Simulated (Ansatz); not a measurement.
Input for Ansatz (an electronic-structure program): R-B97M-V/def2-TZVPP on SiH4 (SMILES [SiH4]).

Ansatz 0.2 input:
```yaml
crystal:
  periodic: [false, false, false]
  atoms:
    - {symbol: Si, position_ang: [0.00000000, -0.00000000, -0.00000000]}
    - {symbol: H, position_ang: [0.85467615, 0.85467615, 0.85467615]}
    - {symbol: H, position_ang: [-0.85467615, -0.85467615, 0.85467615]}
    - {symbol: H, position_ang: [-0.85467615, 0.85467615, -0.85467615]}
    - {symbol: H, position_ang: [0.85467615, -0.85467615, -0.85467615]}
basis:
  gaussian:
    orbitals: def2-TZVPP
hamiltonian:
  xc: {name: B97M-V}
scf: {lower_state_search: off}
```

Task: Give the final energy of this run.

Result: -291.8112 hartree.
